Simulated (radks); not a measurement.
Problem. All-electron atom: the thulium ion Tm2+ in [Xe] 4f12.75 6p0.25 (fractional occupations, a model configuration). Calculated with a radial shooting solver on a logarithmic mesh with Libxc functionals: scalar-relativistic Kohn-Sham, SCAN, spin-polarised, spherical densities, finite nucleus; open shells are filled with parallel spins first (spin-orbit coupling, left out, can overturn this in heavy ions); meta-GGA in the generalised Kohn-Sham scheme; Fermi nuclear charge, rms radius 5.2256 fm. Some entries of the table are withheld. Estimate them.

| orbital | occ. | eigenvalue (hartree) | <r> (bohr) | <1/r> (bohr^-1) |
|---|---|---|---|---|
| 1s up | 1 | -2181.972 | 0.02001 | 79.07 |
| 1s down | 1 | -2181.972 | 0.02001 | 79.07 |
| 2s up | 1 | -369.5432 | 0.08483 | 18.44 |
| 2s down | 1 | -369.5420 | 0.08483 | 18.44 |
| 2p up | 3 | -326.2132 | 0.07541 | 16.97 |
| 2p down | 3 | -326.2123 | 0.07541 | 16.97 |
| 3s up | 1 | -83.94112 | 0.2207 | 6.815 |
| 3s down | 1 | -83.91700 | 0.2206 | 6.816 |
| 3p up | 3 | -70.73061 | 0.2202 | 6.347 |
| 3p down | 3 | -70.70549 | 0.2201 | 6.349 |
| 3d up | 5 | -54.41341 | 0.2000 | 6.005 |
| 3d down | 5 | -54.39292 | 0.1999 | 6.007 |
| 4s up | 1 | -17.23660 | 0.4976 | 2.869 |
| 4s down | 1 | -17.18406 | 0.4977 | 2.868 |
| 4p up | 3 | -12.87442 | 0.5279 | 2.624 |
| 4p down | 3 | -12.82287 | 0.5282 | 2.623 |
| 4d up | 5 | -7.06732 | (1) | 2.319 |
| 4d down | 5 | -7.01628 | (2) | 2.317 |
| 5s up | 1 | -2.61092 | 1.221 | 1.084 |
| 5s down | 1 | -2.60218 | 1.226 | 1.079 |
| 5p up | 3 | -1.60780 | 1.448 | 0.8991 |
| 5p down | 3 | -1.60089 | 1.450 | 0.8968 |
| 4f up | 7 | (3) | 0.7795 | (4) |
| 4f down | 5.75 | (5) | 0.7888 | (6) |
| 6p up | 0.25 | -0.40378 | 4.138 | 0.3022 |

Solution. 
(1) 4d up <r> (bohr): 0.5713
(2) 4d down <r> (bohr): 0.5718
(3) 4f up eigenvalue (hartree): -0.75959
(4) 4f up <1/r> (bohr^-1): 1.712
(5) 4f down eigenvalue (hartree): -0.71269
(6) 4f down <1/r> (bohr^-1): 1.701
